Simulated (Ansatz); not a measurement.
C8H16 can be A, `CC(C)/C=C/C(C)C`, or B, `CC(C)=CC(C)(C)C`.

Program: Ansatz. Geometries: PBE0-D4/def2-TZVP. ΔE: electronic, gas phase. CCSD(T)/CBS is the MP2 limit (def2-TZVPP, def2-QZVPP) plus CCSD(T) − MP2 in def2-TZVPP, frozen cores. DFT in def2-TZVPP. B3LYP here is the variant with VWN-RPA as its local correlation; programs differ in this. Each species was taken in one conformer, which may not be the lowest.

(1) Which is lower in electronic energy at CCSD(T)/CBS, and by how much? (Estimate.)

(2) Give E(B) − E(A) in kJ/mol with PBE-D4, B3LYP, B3LYP-D4, HF/def2-TZVPP, PBE0-D4, LDA (SPW92), CCSD/def2-TZVPP. (Best estimate.)

Largest T1 diagnostic: 0.009.

Results:

(1) The calculation gave: A, by 1.8 kJ/mol. So small a gap doesn't settle the order.

(2) Computed: PBE-D4 1.5, B3LYP 11.6, B3LYP-D4 2.7, HF/def2-TZVPP 19.2, PBE0-D4 2.8, LDA (SPW92) -3.8, CCSD/def2-TZVPP 4.0. The order is the other way round with LDA (SPW92).

In def2-TZVPP, CCSD(T) changes the Hartree–Fock value by −18.2 kJ/mol (the triples alone add −3.0 kJ/mol) and MP2 by −21.1 kJ/mol. Leaving LDA and LC-ωPBE aside and taking each functional with its dispersion term where it has one, the values, not all of them listed here, spread over 7.7 kJ/mol, from revPBE-D4 to B2PLYP. LDA lies −11.0 kJ/mol from PBE without D4.
